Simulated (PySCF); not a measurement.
C5H11NOSi2: full NMR table

```
Formula                               : C5H11NOSi2
SMILES                                : C=C[Si@](N)(C#CC)[SiH2]O
InChI                                 : InChI=1S/C5H11NOSi2/c1-3-5-9(6,4-2)8-7/h4,7H,2,6,8H2,1H3/t9-/m1/s1
Point group of the computed structure : C1
Degrees of unsaturation               : 3
Carbon signals                        : 5
Proton signals                        : 8
```

Atom-mapped SMILES (the numbers label the heavy atoms): `[CH2:1]=[CH:2][Si@:3]([NH2:4])([C:5]#[C:6][CH3:7])[SiH2:8][OH:9]`. Each H is labelled by its parent atom. Ha(C1) is cis to Si3; Ha(Si8) is pro-R; Hb(Si8) is pro-S; Hb(C1) is trans to Si3.

[PySCF: σ from GIAO-PBE0/pcSseg-1; GFN2-xTB structure; gas phase; relativity neglected; one averaged value for each set of equivalent atoms; single conformer]

Scale: ¹H (31.72 ppm), ¹³C (186.93 ppm), ²⁹Si (349.16 ppm) against TMS; ¹⁵N (267.73 ppm) vs NH3; H2O for ¹⁷O (336.08 ppm) (reference shieldings calculated alike).

| carbon | δC, type | δH (multiplicity) | HMBC from (2–3 bonds) | span of the C tensor (ppm) |
| --- | --- | --- | --- | --- |
| C1 | 140.3, CH2 | Hb(C1) 6.48 (m); Ha(C1) 6.20 (m) | H(C2) | 250 |
| C2 | 144.7, CH | 6.40 (m) | Hb(C1), Ha(C1), Hb(Si8), Ha(Si8) | 235 |
| C5 | 89.1, C | – | H(C2), Hb(Si8), Ha(Si8), H(C7) | 267 |
| C6 | 112.2, C | – | H(C7) | 269 |
| C7 | 5.9, CH3 | 1.99 (s) | – | 25 |

Other nuclei:
| atoms | nucleus | environment | δ (ppm) | σ (ppm) |
| --- | --- | --- | --- | --- |
| Hb(Si8) | ¹H | hydrogen on a silicon bonded to O, Si | 5.41 | 26.31 |
| Ha(Si8) | ¹H | hydrogen on a silicon bonded to O, Si | 5.12 | 26.59 |
| H(N4) | ¹H | hydrogen on a nitrogen bonded to Si | 0.41 | 31.31 |
| H(O9) | ¹H | hydrogen on an oxygen bonded to Si | 0.37 | 31.35 |
| Si8 | ²⁹Si | silicon bonded to O, Si, 2 H | -33.5 | 382.7 |
| Si3 | ²⁹Si | silicon bonded to 2 C, N, Si | -50.1 | 399.3 |
| N4 | ¹⁵N | nitrogen bonded to Si, 2 H | 14.5 | 253.3 |
| O9 | ¹⁷O | oxygen bonded to Si, H | -6.9 | 343.0 |

1. Carbon types of the structure: 2 × C, 1 × CH, 1 × CH2, 1 × CH3, leaving 5 H on heteroatoms.
2. δC 144.7: alkene CH; as expected for a trigonal carbon in a double bond.
3. δC 140.3: terminal =CH2 carbon; an sp2 carbon of a C=C bond.
4. δC 112.2, 89.1: alkyne carbon.
5. δC 5.9: propargylic methyl carbon; saturated and bonded to C and H only.
6. δH 0.41: hydrogen on a nitrogen bonded to Si; exchangeable; this is the value without hydrogen bonding to other molecules.

OH/NH shifts are gas-phase values; hydrogen bonding in solution moves them, usually downfield. Shifts are as computed. Against solution values, carbons near 30 ppm lie about +3 ppm off and those near 130 ppm about +5 ppm. Of 1211 compounds with measured shifts, 218 miss one by over three times the rms of a fit or turn the order of signals round; such compounds aren't used in these exercises. Experimental scales use liquid or dissolved standards, which lie at an offset from isolated NH3 (liquid NH3: subtract about 20 ppm) and H2O (liquid H2O: subtract about 36 ppm). Multiplicities follow the n + 1 count of equivalent neighbours, as no J values were calculated; m marks all less simple cases, F and P coupling included.
